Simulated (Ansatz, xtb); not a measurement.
## Two isomers of C7H6OS

We compare a, `C#Cc1sccc1OC`, a singlet, with b, `C#Cc1cc(OC)cs1`, a singlet. Both are isolated molecules in the gas phase, relaxed with PBE-D3(BJ)/def2-SVP; the shapes shown needn't be the lowest conformers.

a (Å):

```xyz
15

C    -1.2209   -2.2737    3.5419
C    -1.6203   -1.5676    2.6195
C    -2.0912   -0.7579    1.5693
C    -3.4631    0.6752    0.0419
C    -2.1796    0.4896   -0.4398
C    -1.3887   -0.3291    0.4284
C     0.5563   -0.2391   -0.9156
O    -0.1011   -0.7002    0.2511
S    -3.7310   -0.1318    1.5411
H    -0.8613   -2.8949    4.3493
H    -4.2726    1.2543   -0.4186
H    -1.8240    0.9265   -1.3810
H     0.0583   -0.6040   -1.8420
H     0.6070    0.8724   -0.9494
H     1.5844   -0.6440   -0.8778
```

b (Å):

```tsv
atom	x (Å)	y (Å)	z (Å)
C	1.7148	-3.2933	1.2156
C	0.7975	-2.6459	0.7200
C	-0.2690	-1.9151	0.1509
C	-0.2899	-0.5891	-0.2686
C	-1.5588	-0.1978	-0.7970
C	-3.0160	1.3866	-1.7569
C	-2.4962	-1.2281	-0.7758
O	-1.7344	1.0689	-1.2479
S	-1.8289	-2.6803	-0.1094
H	2.5270	-3.8580	1.6508
H	0.5725	0.0853	-0.2026
H	-3.8063	1.2649	-0.9814
H	-3.2779	0.7504	-2.6330
H	-2.9809	2.4447	-2.0753
H	-3.5375	-1.2134	-1.1136
```

Question: Estimate E(b) − E(a) at the level CCSD(T)/def2-SVP + ΔMP2/def2-TZVPP.

Answer: CCSD(T)/def2-SVP + ΔMP2/def2-TZVPP gives E(b) − E(a) = −0.057 eV, slightly favouring structure b, which is too small a margin to settle the true order.

The same difference at several levels:

```tsv
level	geometry	E(b) − E(a) (eV)	departure from the last row (eV)	job, with rough time for the two
GFN2-xTB	GFN2-xTB	−0.075	−0.018	optimisation, 0.29 s
HF/STO-3G	GFN2-xTB	−0.038	+0.019	single point, 1.4 s
r2SCAN-D4/def2-SVP	GFN2-xTB	−0.033	+0.023	single point, 7.8 s
PBE-D3(BJ)/def2-SVP	PBE-D3(BJ)/def2-SVP	−0.033	+0.024	optimisation, 53 s
HF/def2-SVP	PBE-D3(BJ)/def2-SVP	−0.070	−0.014	part of the CCSD(T) run
MP2/def2-SVP	PBE-D3(BJ)/def2-SVP	−0.055	+0.002	part of the CCSD(T) run
CCSD(T)/def2-SVP	PBE-D3(BJ)/def2-SVP	−0.051	+0.005	single point
CCSD(T)/def2-SVP + ΔMP2/def2-TZVPP	PBE-D3(BJ)/def2-SVP	−0.057		single point, 3.7 min
```

As drawn, both hold the same kinds of bond in the same numbers.

The largest departure from CCSD(T)/def2-SVP + ΔMP2/def2-TZVPP is that of PBE-D3(BJ)/def2-SVP, 0.024 eV. The last row adds to CCSD(T) the change of the MP2 difference between the two basis sets, here −0.005 eV.

With thermal terms from frequencies at re-optimised GFN2-xTB minima (ideal gas, soft modes damped towards free rotors, one conformer each, 298.15 K, 1 atm): the zero-point term adds +0.001 eV; ΔH is −0.057 and ΔG −0.051 eV.

The correlated steps freeze 13 core orbitals. Programs: Ansatz 0.2.0, xtb 6.7.1; the last row on 2 threads of Intel(R) Xeon(R) Platinum 8259CL CPU @ 2.50GHz (Skylake/Cascade Lake) on a shared host.
